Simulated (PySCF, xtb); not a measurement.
HI₂Si, SMILES I[SiH]I (connectivity only; charge and spin as stated), charge +1, multiplicity 1.

Harmonic wavenumbers (cm⁻¹) from GFN2-xTB (xtb) at its own minimum, in rising order: 73, 364, 436, 530, 582, 2389.

Question: What does B3LYP-D3(BJ)/def2-SVP (PySCF) give at its own minimum? (Estimate from the structure and the level; the computed values follow.)

Answer: 96, 337, 434, 497, 751, 2282. Paired by order, the mean absolute difference is 60 cm⁻¹ and the zero-point energies are 6.3 and 6.3 kcal/mol.
